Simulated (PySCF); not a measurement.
C4H7ClS2Si2.
Cartesian coordinates in Å at the GFN2-xTB level; atoms count from 1:
```xyz
16
C4H7ClS2Si2 angstrom
C      5.0343   -0.3596    0.0014
C      3.9234    0.0365   -0.2316
Si     2.2109    0.6069   -0.6041
Cl     2.0647    1.1442   -2.5438
S      1.0194   -1.1445   -0.1274
C     -0.6337   -0.5652   -0.0014
C     -1.1220    0.5522   -0.5209
S     -2.7667    1.1390   -0.3742
Si    -3.7834   -0.2401    0.9315
H      6.0062   -0.7057    0.2079
H      1.7869    1.6824    0.2776
H     -1.2414   -1.2650    0.5505
H     -0.5243    1.2344   -1.1046
H     -3.8570   -1.5421    0.2806
H     -3.0461   -0.2976    2.1878
H     -5.0790    0.4019    1.0592
```

Computed at PBE0/pcSseg-1 (PySCF, non-relativistic), with Q(35Cl) = −0.0817 b, Q(33S) = −0.0678 b: Cl4, 35Cl (I = 3/2): χzz = -41.88 MHz, η = 0.034; S5, 33S (I = 3/2): χzz = 32.12 MHz, η = 1.000; S8, 33S (I = 3/2): χzz = -32.93 MHz, η = 0.931.

Task: Find the zero-field quadrupole resonance frequencies of 35Cl at Cl4.

Result: From ν = (|χ|/2)√(1 + η²/3): ν = 20.94 MHz (silicon-bound chlorine). For 37Cl the ratio of quadrupole moments, 0.7881, gives 16.50 MHz.

Task: Find the zero-field quadrupole resonance frequencies of 33S at S5.

Result: From ν = (|χ|/2)√(1 + η²/3): ν = 18.54 MHz (sulfur bonded to C and Si).

Task: Where would the pure quadrupole (NQR) lines of 33S at S8 fall for the rigid, isolated species?

Result: From ν = (|χ|/2)√(1 + η²/3): ν = 18.69 MHz (sulfur bonded to C and Si).

Task: Apply the simplest Townes–Dailey estimate (no s hybridisation, no π bonding), ionic character = 1 − χzz/χ0, where χ0 is the coupling for one missing p electron along the bond: −109.74 MHz for 35Cl.

Result: Cl4 on Si3: 1 − (-41.88)/(-109.74) = 0.62. In this model a purely covalent bond gives χ0 and a free halide ion gives zero; s hybridisation or π bonding, where present, is counted here as ionic character.

In a crystal, neighbours and librations shift these lines. GFN2-xTB bond lengths can be off by several hundredths of an ångström, more for odd bonds, and the gradients follow them. With so small a basis the couplings can be 20 % off.

One conformer stands for the species.
